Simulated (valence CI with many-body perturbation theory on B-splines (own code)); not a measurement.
**Tb LIX: magnetic and hyperfine properties of the levels**

Computed by configuration interaction combined with many-body perturbation theory (CI+MBPT): five valence electrons over a frozen Dirac-Fock core [He], a basis of 11 s, 11 p, 10 d, 8 f, 5 g, 2 h functions for each j, with the one-electron correlation potential Σ1 (screened to all orders), the two-electron term Σ2, the three-electron term Σ3, Breit, model QED; selected single and double excitations, second order for the rest, scaled by the run's own slope (own B-spline code, finite nucleus).

The last digits are not significant, and no measured levels were compared; by estimate large intervals hold to a few tenths of a per cent, small ones and those within an open d or f shell to about a per cent. Among the levels kept, up to 7300 cm⁻¹ of a level comes from second order outside the variational space, and about a tenth of that is noise between levels of different J, which matters for small intervals.

A/g_I is the dipole constant over the nuclear g factor μ/I (μ in nuclear magnetons, uniformly magnetised nucleus), B/Q the quadrupole constant per barn. Both hold the static response of the core; the bare values leave it out. Large factors of s and p1/2 electrons are usually good to 5 to 10 %; those of open d and f shells near neutrality can be off by tens of per cent, and small factors of p3/2, d and f electrons come from cancelling terms and can be off by a factor of two or in sign, in half-filled shells by more. B is blank for J = 1/2, where it vanishes, and for nearly pure S terms. Energies count from the lowest level.

Levels are named by their leading jj configuration (3d3/2^4 stands for four electrons in 3d with j = 3/2), which in mixed levels can hold well under half, so a name can repeat and another be missing. Letters in brackets count levels of one name in rising energy.

```tsv
Level	E (Ry)	g	A/g_I (MHz)	A/g_I bare	B/Q (MHz/b)	B/Q bare
(2s^2 2p1/2^2 2p3/2) J=3/2	0.00	1.329	531000	545000	1020000	1020000
(2s^2 2p1/2 2p3/2^2) J=3/2	55.84	1.439	-183000	-164000	78500	78600
(2s^2 2p1/2 2p3/2^2) J=5/2	57.48	1.171	1280000	1280000	-3510	-3510
(2s^2 2p1/2 2p3/2^2) J=1/2	60.59	0.628	4200000	4180000		
(2s 2p1/2^2 2p3/2^2) J=5/2	76.72	1.458	3000000	2990000	181000	181000
(2s 2p1/2^2 2p3/2^2) J=1/2	83.24	2.029	1.28e+07	1.27e+07		
(2s 2p1/2^2 2p3/2^2) J=3/2	83.35	1.180	-1920000	-1870000	-157000	-157000
(2s^2 2p3/2^3) J=3/2	116.54	1.288	557000	569000	-1100000	-1100000
(2s 2p1/2 2p3/2^3) J=3/2 [a]	134.29	1.581	3030000	3010000	-823000	-825000
(2s 2p1/2 2p3/2^3) J=5/2	137.08	1.284	3760000	3740000	-1240000	-1240000
(2s 2p1/2 2p3/2^3) J=1/2	140.86	1.370	-4710000	-4610000		
(2s 2p1/2 2p3/2^3) J=3/2 [b]	141.58	1.025	151000	177000	-291000	-291000
(2p1/2^2 2p3/2^3) J=3/2	164.63	1.307	517000	542000	-1050000	-1050000
(2s 2p3/2^4) J=1/2	197.95	1.848	1.30e+07	1.28e+07		
(2p1/2 2p3/2^4) J=1/2	222.36	0.628	4210000	4180000		
(2s^2 2p1/2^2 3s) J=1/2	496.42	2.000	3690000	3650000		
(2s^2 2p1/2^2 3p1/2) J=1/2	502.75	0.650	1220000	1220000		
(2s^2 2p1/2^2 3p3/2) J=3/2	520.32	1.325	155000	160000	298000	299000
(2s^2 2p1/2^2 3d3/2) J=3/2	526.08	0.784	91100	91000	50700	51200
(2s^2 2p1/2^2 3d5/2) J=5/2	531.32	1.191	32600	32700	44800	45400
(2s^2 2p1/2 2p3/2 3s) J=3/2 [a]	553.05	1.660	857000	861000	667000	668000
(2s^2 2p1/2 2p3/2 3s) J=1/2	553.70	1.298	-1720000	-1680000		
(2s^2 2p1/2 2p3/2 3s) J=5/2	554.43	1.316	1910000	1910000	978000	979000
(2s^2 2p1/2 2p3/2 3s) J=3/2 [b]	554.85	0.964	1150000	1170000	586000	587000
(2s^2 2p1/2 2p3/2 3p1/2) J=1/2	559.31	1.729	-903000	-872000		
(2s^2 2p1/2 2p3/2 3p1/2) J=3/2 [a]	559.76	1.133	869000	877000	206000	206000
(2s^2 2p1/2 2p3/2 3p1/2) J=5/2	560.73	1.055	1420000	1430000	969000	971000
(2s^2 2p1/2 2p3/2 3p1/2) J=3/2 [b]	563.17	1.316	817000	829000	1010000	1010000
(2s 2p1/2^2 2p3/2 3s) J=5/2	571.05	1.599	3440000	3420000	1030000	1040000
(2s 2p1/2^2 2p3/2 3s) J=3/2 [a]	572.94	1.447	3970000	3950000	541000	542000
(2s^2 2p1/2 2p3/2 3p3/2) J=1/2 [a]	575.97	1.365	-2140000	-2100000		
(2s^2 2p1/2 2p3/2 3p3/2) J=5/2 [a]	576.52	1.417	11200	21900	1040000	1040000
(2s^2 2p1/2 2p3/2 3p3/2) J=3/2 [a]	576.97	1.136	1330000	1330000	-598000	-599000
(2s 2p1/2^2 2p3/2 3s) J=3/2 [b]	577.37	1.386	-852000	-822000	604000	605000
(2s^2 2p1/2 2p3/2 3p3/2) J=7/2	577.51	1.224	905000	910000	1290000	1290000
(2s 2p1/2^2 2p3/2 3s) J=1/2	577.71	0.989	-2710000	-2660000		
(2s 2p1/2^2 2p3/2 3p1/2) J=3/2 [a]	578.15	1.686	4110000	4090000	694000	695000
(2s 2p1/2^2 2p3/2 3p1/2) J=5/2	578.22	1.350	3100000	3080000	988000	990000
(2s^2 2p1/2 2p3/2 3p3/2) J=3/2 [b]	579.30	1.399	-86700	-69400	280000	280000
(2s^2 2p1/2 2p3/2 3p3/2) J=5/2 [b]	579.31	1.185	1120000	1120000	130000	130000
```

Problem. Take the isotope of mass number 157, with I = 3/2, μ = 2.03 μN and Q = 1.4 b. What is the hyperfine structure of (2s 2p1/2^2 2p3/2^2) J=3/2?

Solution. From the table A = -2600000 MHz, B = -220000 MHz. Shifts from the centre of gravity in MHz: F = 0: 9480000, F = 1: 7100000, F = 2: 2120000, F = 3: -5900000.
